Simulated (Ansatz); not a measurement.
Geometry optimisation, Ansatz 0.2.0, RKS revPBE/6-31G*.

The input (input.yaml):

```yaml
crystal:
  periodic: [false, false, false]
  atoms:
    - { symbol: Si, position_ang: [-0.285402, -0.335493, -0.782091] }
    - { symbol: "N", position_ang: [0.871034, 1.701198, 1.307372] }
    - { symbol: C, position_ang: [-1.717101, -0.182529, 0.461635] }
    - { symbol: C, position_ang: [1.176358, -1.39994, -0.186998] }
    - { symbol: H, position_ang: [-0.869517, -1.097738, -1.956442] }
    - { symbol: H, position_ang: [1.355185, 1.710944, 0.407257] }
    - { symbol: O, position_ang: [0.199464, 1.19018, -1.473777] }
    - { symbol: H, position_ang: [-0.104196, 1.947686, 1.11973] }
    - { symbol: H, position_ang: [0.891205, 0.751026, 1.683071] }
    - { symbol: H, position_ang: [-2.375514, -1.063171, 0.341363] }
    - { symbol: H, position_ang: [-1.408256, -0.135919, 1.518766] }
    - { symbol: H, position_ang: [-2.327044, 0.71183, 0.240923] }
    - { symbol: H, position_ang: [1.711981, -1.805645, -1.064399] }
    - { symbol: H, position_ang: [1.913816, -0.865552, 0.434942] }
    - { symbol: H, position_ang: [0.799715, -2.260804, 0.398183] }
    - { symbol: H, position_ang: [0.168173, 1.134027, -2.449537] }
basis:
  gaussian: { orbitals: "6-31G*" }
hamiltonian:
  xc: revpbe
relax:
  f_tol: 0.03
  max_steps: 50
```

Command:

```bash
$ ansatz run input.yaml --threads 2 --pin off --max-ram 3072MiB --backend cpu --events-out ev --progress --plain --runs-dir out
```

Problem. Where does it end, and by what steps?

Solution. The run converged. After 13 steps the energy has fallen by 0.325 eV; H8 moved furthest, 1.07 Å.

```tsv
step	energy less start (eV)	largest force component (eV/Å)	accepted
0	0.0000	0.694	yes
1	-0.1248	0.540	yes
2	-0.2004	0.288	yes
3	-0.2339	0.175	yes
4	-0.2556	0.306	yes
5	-0.2683	0.393	yes
6	-0.2627	1.160	no
7	-0.2912	0.148	yes
8	-0.3015	0.136	yes
9	-0.3107	0.420	yes
10	-0.3139	0.390	yes
11	-0.3123	0.301	no
12	-0.3238	0.045	yes
13	-0.3248	0.029	yes
```

```xyz
16
Properties=species:S:1:pos:R:3
Si -0.454 -0.583 -1.013
N 1.182 2.362 1.497
C -1.803 -0.356 0.291
C 0.970 -1.666 -0.374
H -1.029 -1.245 -2.244
H 0.935 2.113 0.529
O 0.061 0.993 -1.399
H 0.281 2.454 1.984
H 1.610 1.514 1.891
H -2.194 -1.332 0.631
H -1.409 0.179 1.173
H -2.647 0.228 -0.112
H 1.767 -1.789 -1.130
H 1.431 -1.235 0.532
H 0.602 -2.676 -0.117
H 0.698 1.039 -2.138
```

Time of the run: 38 s on 2 threads of AMD EPYC 7R13 Processor (Zen 3), with other jobs on the host, peak memory 0.17 GiB.
